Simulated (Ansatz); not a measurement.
Basis-set extrapolation for C$_{3}$H$_{11}$AlO (`[CH3][Al-]([CH3])([CH3])[OH2+]`) (PBE0-D4/def2-TZVP geometry, frozen core, the Gaussian-basis code of Ansatz). Multiplicity 1, RHF reference.

|  | def2-TZVPP | def2-QZVPP |
| --- | --- | --- |
| HF | -436.914425 | -436.931207 |
| MP2 correlation | -0.891361 | -0.952276 |
| CCSD(T) correlation | -0.980990 | not run |

Energies in hartree. Use E(X) = E(∞) + A·exp(−7.88·√X) for Hartree–Fock and E(X) = E(∞) + B·X^(−2.97) for correlation, with X = 3 and 4, and add CCSD(T) minus MP2 of the smaller set to the MP2 limit.

Q: What is the CCSD(T) energy at the basis-set limit?

A: HF limit: -436.931207 + (-0.016782) × 0.13774 = -436.93352. MP2 limit: -0.952276 + (-0.060915) × 0.74074 = -0.99740. Higher-order term: -0.980990 − (-0.891361) = -0.08963. Total: -438.02055 hartree, 78.5 kcal/mol below CCSD(T)/def2-TZVPP.
